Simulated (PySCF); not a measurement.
Correlation energy of Ag (silver, neutral)

[Kr] 4d9 5s1 5p1, one real determinant (an excited configuration). All numbers are calculated (PySCF 2.14, scalar relativity through the core potential, in aug-cc-pVTZ-PP with ECP28MDF (6s6p5d3f2g, 88 functions)). Frozen: 4s2 4p6; 11 electrons correlated.

| level | correlation energy (mhartree) |
| --- | --- |
| CCSD | -326.65 |
| (T) | -11.75 |
| CCSD(T) | -338.40 |

Diagnostics: T1 = 0.014, D1 = 0.0558, largest double amplitude 0.023.

The real determinant used has ⟨L²⟩ near 8 against 12 for a pure F term, so it mixes terms.

Cost of the coupled-cluster step: about 60 core-seconds, for 11 correlated electrons.

The reference is one real determinant that mixes LS terms of this configuration.
